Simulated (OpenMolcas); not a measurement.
# Er4+: the spin-orbit constant, worked from levels

* Program: OpenMolcas 26.06
* Basis: ANO-RCC-VTZP [8s7p5d3f2g1h]
* Scalar Hamiltonian: DKH2, point nucleus
* Active space: 10 electrons in 7 orbitals (4f)
* State averaging: 2S+1 = 5 even, 35 roots; 2S+1 = 3 even, 210 roots (196 in the spin-orbit step); 2S+1 = 1 even, 196 roots (168 in the spin-orbit step)
* Spin-orbit coupling: state interaction with AMFI integrals over the reference wave functions, term energies averaged over their components

Methods: CASSCF; SS-CASPT2, IPEA 0.25 Eh, imaginary shift 0.1 Eh (closed shells correlated: 5s 5p).

**The spin-orbit constant.** For the Hund term 5I of f10, E(J) = (A/2) J(J+1) + constant and ζ = -2S·A = -4A. From J = 4 to J = 8 the energy changes by 26 A.

```json
{"Source": "CASSCF", "E(8) - E(4)": "-16052.0", "A": "-617.4", "ζ": "2470"}
{"Source": "SS-CASPT2", "E(8) - E(4)": "-15835.2", "A": "-609.0", "ζ": "2436"}
```

All in cm-1. Both methods take the spin-orbit matrix elements from the reference wave functions, so the second can move ζ only through the term energies and any multistate remixing. Second-order mixing with other terms is absorbed into this ζ.

CASPT2 breaks the degeneracy within a term, and the mean is taken; among the terms shown or strongly mixed into the levels shown the widest spread is 500 cm-1 (4f10 5I, SS-CASPT2). High states are left out of the spin-orbit mixing, which shifts the levels that they would mix with. Without dynamic correlation excited terms often stand tens of per cent too high (terms of higher spin than the ground term too low), and those without a measured partner can miss by more than the paired ones (holds for CASSCF). Levels of configurations outside the active space are missing.
